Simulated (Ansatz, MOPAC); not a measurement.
Molecule: C3H8O2Si, net charge 0, singlet state. SMILES: C[SiH](C)OC=O

Atoms: C1, Si2, C3, O4, C5, O6, H7, H8, H9, H10, H11, H12, H13, H14. Bonds: C1-Si2, C1-H7, C1-H8, C1-H9, Si2-C3, Si2-O4, Si2-H10, C3-H11, C3-H12, C3-H13, O4-C5, C5-O6, C5-H14.

Bond lengths (Å) and angles (degrees) optimised at AM1 with MOPAC; PM3 with MOPAC; MNDO with MOPAC; HF/3-21G with Ansatz (an electronic-structure program); B3LYP/6-31G* with Ansatz; MP2/6-31G* with Ansatz, each started from the B3LYP-D3(BJ)/def2-TZVP structure (Ansatz) of the last column. A row stands for all coordinates that are equal there; 11 of 23 kinds are shown. 6-31G* holds six Cartesian d functions. No wavenumbers were computed at MNDO, MP2/6-31G*, so these may be saddle points.

```tsv
coordinate	AM1	PM3	MNDO	HF/3-21G	B3LYP/6-31G*	MP2/6-31G*	B3LYP-D3(BJ)/def2-TZVP
C1-Si2	1.801	1.883	1.807	1.898	1.875	1.869	1.861
C1-H7	1.115	1.094	1.107	1.085	1.096	1.094	1.092
C1-H8	1.117	1.094	1.106	1.085	1.094	1.092	1.090
C1-H9	1.116	1.094	1.107	1.086	1.097	1.095	1.093
Si2-O4	1.826	1.719	1.684	1.722	1.732	1.738	1.712
Si2-H10	1.461	1.510	1.385	1.480	1.486	1.484	1.479
O4-C5	1.328	1.324	1.328	1.337	1.338	1.344	1.332
C5-O6	1.243	1.215	1.230	1.205	1.210	1.219	1.202
C1-Si2-C3	115.5	111.7	113.4	112.0	113.9	113.6	113.3
C1-Si2-O4	112.6	112.7	109.9	109.3	110.3	110.2	110.0
Si2-O4-C5	113.7	125.0	139.5	127.6	121.6	119.6	122.8
```

Mean signed difference of all 13 bond lengths from B3LYP-D3(BJ)/def2-TZVP: AM1 0.012 Å, PM3 0.008 Å, MNDO -0.008 Å, HF/3-21G 0.003 Å, B3LYP/6-31G* 0.007 Å, MP2/6-31G* 0.007 Å.
